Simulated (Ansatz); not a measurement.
Molecule: 3-fluoro-4-methyl-2H-oxete, C4H5FO (charge 0, singlet). SMILES: CC1=C(F)CO1
Geometry from a B3LYP-D3(BJ)/def2-TZVP (Ansatz, an electronic-structure program) optimisation:
```xyz
11

C     -2.0464    -0.1864    -0.1412
C     -0.5756    -0.1932    -0.1377
C      0.4857     0.4624     0.3244
F      0.6972     1.5424     1.0767
C      1.4049    -0.5106    -0.3471
O      0.1772    -1.1784    -0.8186
H     -2.4170     0.6557     0.4423
H     -2.4295    -0.1035    -1.1613
H     -2.4377    -1.1118     0.2884
H      1.9942    -0.1499    -1.1898
H      1.9858    -1.1782     0.2888
```

Parts of the frozen-core correlation energy in STO-3G (Ansatz, hartree). Frozen orbitals: 6; correlated occupied orbitals by spin: 17 and 17; virtual: 12 and 12. No spin-orbit coupling. No relativistic terms. The restricted reference is unstable.

| term | value |
|---|---|
| reference (HF) | -324.34584 |
| MP2 opposite-spin | -0.23223 |
| MP2 same-spin | ? |
| CCSD correlation | ? |
| (T) | ? |
| T1 diagnostic | 0.009 |
| largest doubles amplitude | 0.155 |

What belongs in the gaps?


- MP2 same-spin, value: -0.04439
- CCSD correlation, value: -0.34558
- (T), value: -0.00697
